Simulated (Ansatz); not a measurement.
Problem. Name a neutral molecule of F, N, Si and H with size of the dipole moment (ωB97M-V/def2-TZVPP) between 1.80 and 2.10 D and LUMO energy (PBE/def2-TZVPP) between -1.25 and -0.95 eV (Ansatz, PBE0-D4/def2-TZVP geometry).

Solution. `N[SiH](F)[SiH2][SiH3]` (1.82 D, -1.06 eV). Other molecules can fit too; these were computed, each in one conformer that needn't be the lowest.
